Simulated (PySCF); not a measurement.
C₄H₅NO, SMILES Nc1ccco1. Heavy atoms are numbered as in [NH2:1][c:2]1[cH:3][cH:4][cH:5][o:6]1. Hydrogens are named by the atom that carries them.

Coordinates come from a B3LYP-D3(BJ)/def2-SVP optimisation. Other conformers were not sampled.

Computed with PySCF with PBE0/def2-TZVP.

ESP charges are fitted to the potential on shells at 1.4 to 2.0 van der Waals radii. Atomic charges (e), one atom of each kind:

| atom | ESP fit | Löwdin | IAO | Mulliken |
|---|---|---|---|---|
| N1 (NH2) | -0.76 | -0.06 | -0.54 | ___ |
| C2 | 0.40 | -0.36 | 0.29 | ___ |
| C3 (CH) | -0.38 | -0.21 | -0.31 | -0.30 |
| C4 (CH) | -0.21 | -0.20 | -0.21 | ___ |
| C5 (CH) | -0.21 | -0.26 | -0.03 | -0.07 |
| O6 | -0.11 | 0.34 | -0.27 | ___ |
| H on N1 | 0.35 | 0.17 | 0.28 | 0.25 |
| H on C3 | 0.20 | 0.14 | 0.16 | ___ |
| H on C4 | 0.19 | 0.14 | 0.16 | 0.12 |
| H on C5 | 0.20 | 0.13 | 0.17 | 0.14 |

### Question
Some entries are withheld; supply them. (An estimate is asked for; the answer gives what the named calculation found.)

### Answer

- N1 (NH2), Mulliken: -0.46
- C2, Mulliken: 0.29
- C4 (CH), Mulliken: -0.14
- O6, Mulliken: -0.22
- H on C3, Mulliken: 0.12

Computed Mayer and Wiberg (Löwdin basis) orders of the bonds:
```
bond   Mayer  Wiberg
-----  -----  ------
N1–C2   1.12    1.58
C2–C3   1.62    1.69
C3–C4   1.25    1.40
C4–C5   1.72    1.85
C2–O6   1.14    1.54
C5–O6   1.05    1.48
```
